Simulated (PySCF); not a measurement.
Species: C₇H₈ClF.
Z-matrix (Å and degrees, PBE0-D3(BJ)/def2-SVP geometry), rows numbered from 1:
```
F 
C   1  1.3618
C   2  1.5131  1  115.20
C   3  1.3386  2  106.50  1   161.86
C   4  1.5168  3  107.23  2    -0.47
C   2  1.5303  1  117.10  3   118.90
C   5  1.5558  4  105.23  3    70.82
Cl  7  1.7995  5  110.67  4   171.38
C   7  1.5418  5  103.29  4   -68.57
H   3  1.0912  2  124.13  1   -24.44
H   4  1.0912  3  127.53  2   173.29
H   5  1.0964  4  116.80  3  -162.81
H   6  1.0999  2  113.41  1    65.75
H   6  1.0982  2  112.38  1   -60.90
H   7  1.0965  5  112.15  4    54.13
H   9  1.0984  2  109.86  1   -46.62
H   9  1.0982  2  112.37  1    74.29
```

Computed with PySCF at wB97X-D/def2-SVPD, non-relativistic, on one gas-phase PBE0-D3(BJ)/def2-SVP geometry that isn't relaxed in the solvent. The solvent is an IEF-PCM continuum (cavity from Bondi-type radii × 1.2). Specific hydrogen bonds and non-electrostatic terms are outside this model.

Gas phase at wB97X-D/def2-SVPD: HOMO -9.41 eV, LUMO 1.28 eV, dipole 2.20 D.

Problem. What does the continuum do to the energy, the frontier levels and the dipole at wB97X-D/def2-SVPD in benzene and chloroform?

Solution. 
```csv
solvent,ε,E(solvent) − E(gas) (kJ/mol),polarisation term (kJ/mol),distortion of the solute (kJ/mol),HOMO (eV),LUMO (eV),dipole (D)
benzene,2.271,-8.88,-9.44,0.56,-9.30,1.40,2.51
chloroform,4.711,-13.91,-15.35,1.44,-9.25,1.45,2.70
```

The polarisation term is half the interaction of the solute with the surface charges that it induces; the rest is the cost of distorting the solute's density. The sum is the electrostatic part of solvation alone. From benzene to chloroform the lowering changes by a factor 1.57, Onsager's factor (ε − 1)/(2ε + 1) by 1.55 and ε itself by 2.1.

Problem. Which radius a makes the point-dipole formula ΔE = −[(ε − 1)/(2ε + 1)]·μ²/a³ give the value in chloroform, with the gas-phase dipole?

Solution. μ = 0.867 au and |ΔE| = 0.00530 Eh give a = 1.96 Å; the farthest nucleus lies 2.91 Å from the centroid of the nuclei, so such a sphere wouldn't even hold the nuclei. The formula assumes a rigid point dipole at the centre of a sphere.

Problem. How does the static polarisability (wB97X-D/def2-SVPD, frozen core, with the continuum's full static response) change?

Solution. 
```tsv
medium	isotropic (au)	principal values (au)	⟨r²⟩ of the electrons (bohr²)
gas	87.5	76.2, 85.2, 101.1	1261.3
benzene	100.7	87.6, 98.5, 115.9	1261.5
chloroform	109.9	96.1, 108.0, 125.5	1261.7
```

The isotropic value in chloroform is 1.26 times the gas-phase one; no cavity-field correction is applied. ⟨r²⟩ is taken about the centre of nuclear charge.

Note: wB97X-D ran without an empirical dispersion term, which enters the total energy and its gradient alone.
